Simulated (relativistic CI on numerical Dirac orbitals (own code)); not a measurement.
Charge states of lanthanum

Calculated at this level of theory: Dirac-Coulomb-Breit CI, orbitals from a KLI potential per configuration, model QED, valence Slater integrals scaled by 0.9 (own radial code, finite nucleus).

Each species is treated in one configuration, given outside its closed core. Radial values are for the open shell of highest l, unscaled and averaged over j; ζ includes the Breit term. Labels give the leading LS character, summed over repeated terms.

| Ion | Configuration | Its lowest level | LS weight (%) | F² (cm⁻¹) | F⁴ (cm⁻¹) | g_J | g√(J(J+1)) | ζ (cm⁻¹) |
| --- | --- | --- | --- | --- | --- | --- | --- | --- |
| La | 5d 6s2 | 2D_3/2 | 100 |  |  | 0.799 | 1.55 | 408.6 |
| La⁺ | 5d2 | 3F_2 | 99 | 34860 | 22760 | 0.669 | 1.64 | 361 |
| La²⁺ | 5d | 2D_3/2 | 100 |  |  | 0.799 | 1.55 | 510 |
| La³⁺ | 4d10 5s2 5p6 | 1S_0 | 100 |  |  |  | 0.00 |  |
| La⁴⁺ | 4d10 5s2 5p5 | 2P°_3/2 | 100 |  |  | 1.334 | 2.58 | 14730 |
| La⁵⁺ | 4d10 5s2 5p4 | 3P_2 | 85 | 64160 |  | 1.425 | 3.49 | 15740 |
| La⁶⁺ | 4d10 5s2 5p3 | 4S°_3/2 | 73 | 65770 |  | 1.778 | 3.44 | 16770 |
| La⁷⁺ | 4d10 5s2 5p2 | 3P_0 | 87 | 67280 |  |  | 0.00 | 17810 |
| La⁸⁺ | 4d10 5s2 5p | 2P°_1/2 | 100 |  |  | 0.665 | 0.58 | 18880 |
| La⁹⁺ | 4d10 5s2 | 1S_0 | 100 |  |  |  | 0.00 |  |
| La¹⁰⁺ | 4d10 5s | 2S_1/2 | 100 |  |  | 2.002 | 1.73 |  |
| La¹¹⁺ | 4d10 | 1S_0 | 100 |  |  |  | 0.00 |  |
| La¹²⁺ | 4d9 | 2D_5/2 | 100 |  |  | 1.199 | 3.55 | 9916 |
| La¹³⁺ | 4d8 | 3F_4 | 96 | 140400 | 94600 | 1.239 | 5.54 | 10280 |
| La¹⁴⁺ | 4d7 | 4F_9/2 | 84 | 142600 | 96230 | 1.294 | 6.44 | 10660 |
| La¹⁵⁺ | 4d6 | 5D_4 | 79 | 144700 | 97810 | 1.437 | 6.43 | 11040 |
| La¹⁶⁺ | 4d5 | 6S_5/2 | 81 | 146800 | 99360 | 1.912 | 5.65 | 11420 |
| La¹⁷⁺ | 4d4 | 5D_0 | 58 | 148900 | 100900 |  | 0.00 | 11810 |
| La¹⁸⁺ | 4d3 | 4F_3/2 | 78 | 150900 | 102300 | 0.508 | 0.98 | 12210 |
| La¹⁹⁺ | 4d2 | 3F_2 | 86 | 152900 | 103800 | 0.715 | 1.75 | 12610 |
| La²⁰⁺ | 4d | 2D_3/2 | 100 |  |  | 0.798 | 1.54 | 13020 |
| La²¹⁺ | 3d10 4s2 4p6 | 1S_0 | 100 |  |  |  | 0.00 |  |
| La²²⁺ | 3d10 4s2 4p5 | 2P°_3/2 | 100 |  |  | 1.332 | 2.58 | 116300 |
| La²³⁺ | 3d10 4s2 4p4 | 3P_2 | 75 | 167800 |  | 1.372 | 3.36 | 119000 |

At low charge ζ of a weakly bound d or f electron comes out too small.
